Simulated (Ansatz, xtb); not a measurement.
# Two structures of GaH5Si2

We compare X, `[SiH2]1[SiH2][GaH]1`, a singlet, with Y, a singlet given by its coordinates. Both are isolated molecules in the gas phase, relaxed with B3LYP/6-31G*.

X (Å):

```yaml
atoms:
  - { symbol: Ga, position_ang: [0.7788, -2.1294, 1.1387] }
  - { symbol: Si, position_ang: [-0.6378, -0.2656, 1.8078] }
  - { symbol: Si, position_ang: [-1.4788, -1.8348, 0.2753] }
  - { symbol: H, position_ang: [-0.6756, 1.2252, 1.7197] }
  - { symbol: H, position_ang: [-1.0539, -0.6864, 3.1829] }
  - { symbol: H, position_ang: [-2.8033, -2.5254, 0.2920] }
  - { symbol: H, position_ang: [-1.2056, -1.3311, -1.1077] }
  - { symbol: H, position_ang: [2.1383, -2.9276, 1.2102] }
```

Y (Å):

| atom | x (Å) | y (Å) | z (Å) |
| --- | --- | --- | --- |
| Ga | -0.6801 | -0.9736 | 1.4970 |
| Si | -2.5854 | -0.2368 | 2.6652 |
| Si | 0.4932 | -2.2551 | -0.2836 |
| H | -2.2786 | 1.2462 | 2.6240 |
| H | -2.1061 | -0.5828 | 4.0603 |
| H | 0.0581 | -1.7905 | -1.6319 |
| H | 0.1958 | -3.7111 | -0.1644 |
| H | 1.9674 | -2.0691 | -0.1789 |

Close contacts (Å): Ga1–Si2 2.35, Ga1–Si3 2.49, Si2–H4 1.52, Si2–H5 1.52, Si3–H6 1.49, Si3–H7 1.49, Si3–H8 1.49.

**Question.** Estimate E(Y) − E(X) at the level CCSD(T)/def2-TZVP.

**Answer.** Too close to call at this level: CCSD(T)/def2-TZVP gives E(Y) − E(X) = −0.73 kcal/mol.

Level by level:

```csv
level,geometry,E(Y) − E(X) (kcal/mol),departure from the last row (kcal/mol),"job, with rough time for the two"
B3LYP/6-31G*,B3LYP/6-31G*,−6.76,−6.03,"optimisation, 4.7 min"
HF/def2-TZVP,B3LYP/6-31G*,−0.08,+0.65,part of the CCSD(T) run
MP2/def2-TZVP,B3LYP/6-31G*,+1.60,+2.33,part of the CCSD(T) run
CCSD(T)/def2-TZVP,B3LYP/6-31G*,−0.73,,"single point, 2.9 min"
```

The largest departure from CCSD(T)/def2-TZVP is that of B3LYP/6-31G*, 6.03 kcal/mol. Levels run at GFN2-xTB geometries aren't shown.

With harmonic frequencies from B3LYP/6-31G* (ideal gas, rigid rotor, one conformer each, 298.15 K, 1 atm): on the last row, ΔE + ΔZPE = −0.63 kcal/mol. A mode under 50 cm⁻¹ makes harmonic enthalpies and free energies unreliable, so none is given.

The T1 diagnostic of structure Y is large, so the coupled-cluster value is less sure. The correlated steps freeze 19 core orbitals; the filled d shell of Ga is correlated, in a basis made for valence electrons. Codes used: Ansatz 0.2.0; the last row on 1 thread of AMD EPYC (Zen 3) on a shared host.
